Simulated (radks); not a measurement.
Values are calculated unless marked as measured or tabulated.
Problem. These are the eigenvalues of the occupied orbitals of an atom or ion with whole-number occupations (hartree). Code: a radial shooting solver on a logarithmic mesh with Libxc functionals. Model: scalar-relativistic Kohn-Sham, exchange-only PBE, spin-polarised, spherical densities, point nucleus.

1s up: -3333.420
1s down: -3333.419
2s up: -599.4110
2s down: -599.4109
2p up: -512.7021
2p down: -512.7017
3s up: -145.1366
3s down: -145.1363
3p up: -120.3730
3p down: -120.3726
3d up: -95.54086
3d down: -95.54056
4s up: -33.76461
4s down: -33.76408
4p up: -25.65365
4p down: -25.65306
4d up: -16.39535
4d down: -16.39469
5s up: -6.39451
5s down: -6.39293
4f up: -6.20037
4f down: -6.19960
5p up: -4.11747
5p down: -4.11568
5d up: -1.59008
5d down: -1.58336
6s up: -1.10548
6s down: -1.07418
6p up: -0.69332

Which element is it, and in what charge state? The configuration may be excited. Open shells, if any, are filled with parallel spins first.

Solution. Z = 83, bismuth, charge +2: Bi2+ in [Hg] 6p1. The list shows which subshells hold electrons but not how many an open one holds; the 1s level, -3333.4 hartree, gives Z - s = 81.7 by -(Z - s)^2/2, which with screening and relativity narrows Z to a few neighbours, and the depths of the outer levels then fix element, charge and occupations together.
